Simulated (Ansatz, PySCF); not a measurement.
Potential energy curve for Ge(Br)2, SMILES [Br][Ge][Br]. The Ge1–Br3 bond (Ge1 also carries Br; Br3 carries nothing else) is stretched with both fragments frozen at the PBE0/def2-TZVP optimised geometry.

RKS-B3LYP/LANL2DZ = restricted B3LYP/LANL2DZ, with its core potentials past Ne in PySCF; UCCSD(T) = CCSD(T) on UHF/cc-pVDZ, cores with 3d frozen in Ansatz (a program for electronic structure).

Energies relative to the lowest point of each curve near equilibrium, in kJ/mol:

| R / Å | RKS-B3LYP/LANL2DZ |
|---|---|
| 1.90 | 327.5 |
| 2.08 | 122.3 |
| 2.21 | 48.5 |
| 2.26 | 31.0 |
| 2.34 | 12.4 |
| 2.43 | 2.1 |
| 2.49 | 0.0 |
| 2.67 | 9.6 |
| 3.41 | 130.3 |
| 4.33 | 245.8 |
| 5.67 | 313.5 |
| 6.74 | 332.2 |

Estimate the UCCSD(T) values at these points.

1.90: 249.5; 2.08: 70.9; 2.21: 17.5; 2.26: 7.5; 2.34: 0.0; 2.43: 1.1; 2.49: 5.9; 2.67: 32.7; 3.41: 189.3; 4.33: 298.4; 5.67: 311.1; 6.74: 311.7 (kJ/mol).

The restricted form behind RKS-B3LYP/LANL2DZ keeps the bonding electrons paired and can't separate into open-shell fragments. The unrestricted determinant behind UCCSD(T) is spin-contaminated at 3.41 to 6.74 Å (<S²> up to 1.0, against 0.00 for a pure singlet).
